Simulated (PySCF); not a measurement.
# Bond curve of KZn

Set-up: basis K def2-SVP, Zn def2-SVP; no relativity; PySCF 2.14. Energies in eV from K + Zn in their ground configurations at the same level. State: ²Σ⁺ (doublet), unpaired electrons σ ↑.

All columns are PBE0. A positive dipole means K(−)Zn(+).

```tsv
R (Å)	E (eV)	μ (D)	Mulliken charge on K (basis-dependent)	HOMO (eV)	LUMO (eV)	Mayer bond order	⟨S²⟩
3.264	-0.029	0.02	-0.09	-2.83	-1.24	0.29	0.75
3.416	-0.074	-0.10	-0.08	-2.85	-1.26	0.27	0.75
3.567	-0.097	-0.19	-0.08	-2.87	-1.28	0.24	0.75
3.681	-0.105	-0.23	-0.07	-2.89	-1.28	0.22	0.75
3.795	-0.106	-0.27	-0.06	-2.90	-1.29	0.20	0.75
3.909	-0.104	-0.29	-0.05	-2.91	-1.29	0.18	0.75
4.061	-0.098	-0.31	-0.05	-2.93	-1.29	0.15	0.75
4.250	-0.087	-0.31	-0.04	-2.94	-1.29	0.13	0.75
4.478	-0.072	-0.30	-0.03	-2.96	-1.28	0.10	0.75
4.782	-0.054	-0.26	-0.02	-2.97	-1.26	0.07	0.75
```

A fit through these points gives, at Re = 3.787 Å, μ = -0.27 D and dμ/dR = -0.254 D/Å; the reduced mass is 24.21 u.

Task: How strong is the fundamental in the double-harmonic approximation, I = 42.26·(dμ/dR)²/μred km/mol?

Result: I = 42.26·(-0.254)²/24.21 = 0.113 km/mol at PBE0.

The bond is weak. Basis-set superposition, not corrected here, can be much of De in a small basis, most of all at correlated wavefunction levels. Functionals without a dispersion term scatter widely for such bonds, and LDA overbinds them. The state is the lowest determinant that a PBE0 search found; another state may lie lower at other levels.
